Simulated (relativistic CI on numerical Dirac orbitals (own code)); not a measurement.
**d1 to d9 in one tetrahedral field**

Computed with a parametric ligand-field model without spin-orbit coupling, by exact diagonalisation: B = 550, C = 2190, 10Dq = -6600 cm⁻¹ (Td; |10Dq|/B = 12.0) for every shell. Energies in cm⁻¹; the field energy is (0.6 n_e − 0.4 n_t2) × 10Dq of the ground term; g labels are left out.

| Shell | Ground term | Electrons in e | Field energy | First spin-allowed bands | Lowest term of other spin |
| --- | --- | --- | --- | --- | --- |
| d1 | 2E | 1.000 | -3960 | 2T2 6600 |  |
| d2 | 3A2 | 2.000 | -7920 | 3T2 6600, 3T1 10623 | 1E 8521 |
| d3 | 4T1 | 1.934 | -4845 | 4T2 5826, 4A2 12426 | 2E 3966 |
| d4 | 5T2 | 2.000 | -2640 | 5E 6600 | 1A1 5214 |
| d5 | 6A1 | 2.000 | 0 | none | 4T1 11417 |
| d6 | ? | ? | ? | ? | ? |
| d7 | 4A2 | 4.000 | -7920 | 4T2 6600, 4T1 10623 | 2E 10307 |
| d8 | 3T1 | 3.934 | -4845 | 3T2 5826, 3A2 12426 | 1T2 8006 |
| d9 | 2T2 | 4.000 | -2640 | 2E 6600 |  |

(1) Fill in the row of d6.

Results:

(1) Ground term: 5E; Electrons in e: 3.000; Field energy: -3960; First spin-allowed bands: 5T2 6600; Lowest term of other spin: 3T1 6317. Every shell keeps the spin of the free ion. Tetrahedral fields of 3d complexes are almost always too weak to pair spins. High-spin d^(n+5) repeats the spin-allowed bands of d^n, since the half-filled shell is spherical.
